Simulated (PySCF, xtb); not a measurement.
3,3-difluoropent-1-en-4-yne (C5H4F2), SMILES C#CC(F)(F)C=C.

GFN2-xTB (xtb 6.7.1) at its own geometry gives an orbital gap of 5.40 eV and a dipole moment of 3.42 D.

The structure is a stationary point at PBE0-D3(BJ)/def2-SVP. Other conformers were not sampled.

What does r2SCAN/def2-TZVP (PySCF) give? (The exact figures need the calculation; the answer reports its results.)

gap 5.79 eV (levels -7.43 and -1.64 eV), dipole 2.44 D.
